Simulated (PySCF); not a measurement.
F₂H₆Si₃. Atoms are numbered in the order given.

```xyz
11

F      0.0000     1.3058    -1.3669
Si     0.0000     0.0000    -0.3916
F      0.0000    -1.3058    -1.3669
Si     1.9833     0.0000     0.8366
Si    -1.9833     0.0000     0.8366
H      2.0124    -1.2147     1.7026
H      2.0124     1.2147     1.7026
H      3.1633     0.0000    -0.0736
H     -3.1633     0.0000    -0.0736
H     -2.0124    -1.2147     1.7026
H     -2.0124     1.2147     1.7026
```
Charge 0, spin multiplicity 1.

Geometry: ωB97X-D3(BJ)/def2-SVP.

Method: PySCF with HF/def2-TZVP.

ESP charges are fitted to the potential on shells at 1.4 to 2.0 van der Waals radii. Atomic charges (e):

```json
[
 {"atom": "F1", "ESP fit": "-0.31", "Löwdin": "-0.07", "IAO": "___", "Mulliken": "-0.42"},
 {"atom": "Si2", "ESP fit": "0.65", "Löwdin": "0.02", "IAO": "___", "Mulliken": "0.88"},
 {"atom": "F3", "ESP fit": "-0.31", "Löwdin": "-0.07", "IAO": "___", "Mulliken": "-0.42"},
 {"atom": "Si4", "ESP fit": "0.11", "Löwdin": "0.20", "IAO": "___", "Mulliken": "0.07"},
 {"atom": "Si5", "ESP fit": "0.11", "Löwdin": "0.20", "IAO": "___", "Mulliken": "0.07"},
 {"atom": "H6", "ESP fit": "-0.05", "Löwdin": "-0.05", "IAO": "___", "Mulliken": "-0.03"},
 {"atom": "H7", "ESP fit": "-0.05", "Löwdin": "-0.05", "IAO": "___", "Mulliken": "-0.03"},
 {"atom": "H8", "ESP fit": "-0.02", "Löwdin": "-0.04", "IAO": "___", "Mulliken": "-0.03"},
 {"atom": "H9", "ESP fit": "-0.02", "Löwdin": "-0.04", "IAO": "___", "Mulliken": "-0.03"},
 {"atom": "H10", "ESP fit": "-0.05", "Löwdin": "-0.05", "IAO": "___", "Mulliken": "-0.03"},
 {"atom": "H11", "ESP fit": "-0.05", "Löwdin": "-0.05", "IAO": "___", "Mulliken": "-0.03"}
]
```

### Question
Some entries are withheld; supply them. (An estimate is asked for; the answer gives what the named calculation found.)

### Answer

- F1, IAO: -0.59
- Si2, IAO: 1.21
- F3, IAO: -0.59
- Si4, IAO: 0.43
- Si5, IAO: 0.43
- H6, IAO: -0.15
- H7, IAO: -0.15
- H8, IAO: -0.14
- H9, IAO: -0.14
- H10, IAO: -0.15
- H11, IAO: -0.15

### Question
Give the Mayer and Wiberg (Löwdin basis) orders of the bonds. (Estimate from the structure and the level; the computed values follow.)

### Answer

| bond | Mayer | Wiberg |
|---|---|---|
| F1–Si2 | 0.94 | 1.59 |
| Si2–F3 | 0.94 | 1.59 |
| Si2–Si4 | 0.95 | 1.08 |
| Si2–Si5 | 0.95 | 1.08 |
| Si4–H6 | 0.96 | 0.96 |
| Si4–H7 | 0.96 | 0.96 |
| Si4–H8 | 0.97 | 0.96 |
| Si5–H9 | 0.97 | 0.96 |
| Si5–H10 | 0.96 | 0.96 |
| Si5–H11 | 0.96 | 0.96 |
